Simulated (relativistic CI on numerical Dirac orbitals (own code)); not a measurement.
**How well does a small relativistic CI reproduce Cr VII?**

Computed by Dirac-Coulomb-Breit CI, separate exchange-only KLI orbitals for each configuration, a model potential for QED, valence Slater integrals scaled by 0.9, P86 correlation estimate, and configurations built on the next ion tied to the tabulated ionisation energy (semi-empirical) (own radial code, finite nucleus).

Configuration list (outside the closed core [Ne]): 3s2.3p6, 3s2.3p5.3d, 3s2.3p5.4s, 3s2.3p5.4p, 3s2.3p5.4d, 3s2.3p5.5s, 3s2.3p5.4f, 3s2.3p4.3d2, 3s.3p6.3d, 3p6.3d2, 3s.3p5.3d2, 3s2.3p5.5p, 3s.3p6.4s, 3s2.3p5.5d, 3s.3p6.4p, 3s2.3p4.3d.4s, 3s2.3p5.5f, 3s2.3p5.5g, 3s.3p6.4d, 3s2.3p4.3d.4p, 3s.3p6.4f, 3s.3p6.5s, 3s.3p6.5p, 3s.3p6.5d. Levels of other configurations are missing.

| Configuration | Term (tabulated) | J | Measured (cm⁻¹) | Computed | Error | Purity (%) |
| --- | --- | --- | --- | --- | --- | --- |
| 3s2.3p6 | 1S | 0 | 0.0 | 0 | 0 | 97 |
| 3s2.3p5.3d | 3P° | 0 | 341179.3 | 333944 | -7235 | 99 |
| 3s2.3p5.3d | 3P° | 1 | 342773.5 | 335537 | -7237 | 99 |
| 3s2.3p5.3d | 3P° | 2 | 346137.1 | 338856 | -7281 | 98 |
| 3s2.3p5.3d | 3F° | 4 | 357543.7 | 351652 | -5891 | 99 |
| 3s2.3p5.3d | 3F° | 3 | 360171.9 | 354241 | -5930 | 96 |
| 3s2.3p5.3d | 3F° | 2 | 363060.9 | 357152 | -5909 | 95 |
| 3s2.3p5.3d | 1D° | 2 | 382682.3 | 375322 | -7361 | 67 |
| 3s2.3p5.3d | 3D° | 3 | 382737.4 | 374581 | -8157 | 73 |
| 3s2.3p5.3d | 3D° | 1 | 385828.3 | 377770 | -8059 | 98 |
| 3s2.3p5.3d | 3D° | 2 | 386616.6 | 378724 | -7893 | 69 |
| 3s2.3p5.3d | 1F° | 3 | 389226.2 | 381124 | -8102 | 71 |
| 3s2.3p5.3d | 1P° | 1 | 493035.4 | 497496 | 4460 | 99 |
| 3s.3p6.3d | 3D † | 1 | 608679.6 | 639981 | 31301 | 75 |
| 3s.3p6.3d | 3D † | 2 | 609142.7 | 640450 | 31308 | 75 |
| 3s.3p6.3d | 3D † | 3 | 609887.8 | 641214 | 31326 | 75 |
| 3s.3p6.3d | 1D † | 2 | 627826.7 | 656147 | 28320 | 69 |
| 3s2.3p5.4s | 2[3/2]° | 2 | 668858.6 | 670602 | 1744 | 99 |
| 3s2.3p5.4s | 2[3/2]° | 1 | 672427.7 | 674245 | 1817 | 71 |
| 3s2.3p5.4s | 2[1/2]° | 0 | 678534.7 | 680441 | 1907 | 99 |
| 3s2.3p5.4s | 2[1/2]° | 1 | 682610.2 | 684588 | 1978 | 71 |
| 3s2.3p5.4p | 3S | 1 | 734605.3 | 738735 | 4130 | 94 |
| 3s2.3p5.4p | 3D † | 2 | 745328.9 | 748815 | 3486 | 65 |
| 3s2.3p5.4p | 3D † | 3 | 745631.1 | 748785 | 3154 | 95 |
| 3s2.3p5.4p | 3D | 1 | 748629.3 | 752815 | 4185 | 64 |
| 3s2.3p5.4p | 3P | 0 | 757035.8 | 761979 | 4943 | 91 |
| 3s2.3p5.4d | 2[1/2]° | 0 | 856292.2 | 860468 | 4175 | 98 |
| 3s2.3p5.4d | 2[3/2]° | 2 | 859407.1 | 863600 | 4193 | 84 |
| 3s2.3p5.4d | 2[7/2]° | 4 | 860444.3 | 864401 | 3956 | 99 |
| 3s2.3p5.4d | 2[7/2]° | 3 | 861198.4 | 865088 | 3889 | 60 |
| 3s2.3p5.4d | 2[5/2]° | 2 | 864129.5 | 868207 | 4078 | 55 |
| 3s2.3p5.4d | 2[5/2]° | 3 | 865155.8 | 869052 | 3896 | 49 |
| 3s2.3p5.4d | 2[5/2]° | 2 | 872231.6 | 876461 | 4229 | 44 |
| 3s2.3p5.4d | 2[5/2]° | 3 | 873146.1 | 877186 | 4040 | 49 |
| 3s2.3p5.4d | 2[3/2]° | 2 | 873565.5 | 877789 | 4223 | 53 |
| 3s2.3p5.4f | 2[3/2] | 1 | 941811.0 | 947227 | 5416 | 96 |
| 3s2.3p5.4f | 2[9/2] | 5 | 944416.8 | 950656 | 6239 | 96 |
| 3s2.3p5.4f | 2[5/2] | 3 | 944866.7 | 950466 | 5599 | 79 |
| 3s2.3p5.4f | 2[9/2] | 4 | 945475.7 | 951869 | 6393 | 71 |
| 3s2.3p5.4f | 2[7/2] | 3 | 947917.4 | 954069 | 6152 | 52 |
| 3s2.3p5.4f | 2[7/2] | 4 | 948943.9 | 955507 | 6563 | 51 |
| 3s2.3p5.5s | 2[3/2]° | 1 | 951122.0 | 953261 | 2139 | 54 |
| 3s2.3p5.4f | 2[7/2] | 3 | 956454.0 | 962639 | 6185 | 42 |
| 3s2.3p5.4f | 2[5/2] | 3 | 957004.6 | 963044 | 6039 | 46 |
| 3s2.3p5.4f | 2[7/2] | 4 | 957205.1 | 963723 | 6518 | 40 |
| 3s2.3p5.5s | 2[1/2]° | 1 | 960366.0 | 962660 | 2294 | 53 |
| 3s.3p6.4p | 1P° † | 1 | 994105.0 | 1030833 | 36728 | 68 |

Measured levels from Sugar and Corliss, J. Phys. Chem. Ref. Data 6, 317 (1977); pairs were made by configuration, J and term (by order where the table uses no LS term), so strongly mixed levels may be paired wrongly.

Mean error by configuration (cm⁻¹): 3s2.3p5.3d -6216; 3s2.3p5.4s 1861; 3s2.3p5.4p 4419; 3s2.3p5.4d 4076; 3s2.3p5.4f 6123; 3s2.3p5.5s 2216. Over the excited levels the mean absolute error is 5139 cm⁻¹ (46 of the 57 excited levels that our extract of the source holds in range could be paired, and the others can miss by more), and the median relative error of those above 1,000 cm⁻¹ is 0.63 %. † marks terms whose computed intervals miss the measured ones by more than a factor of 2.5, or configurations far off the rest, from wrong mixing, a near crossing or a doubtful label or measurement; they are left out of the means.
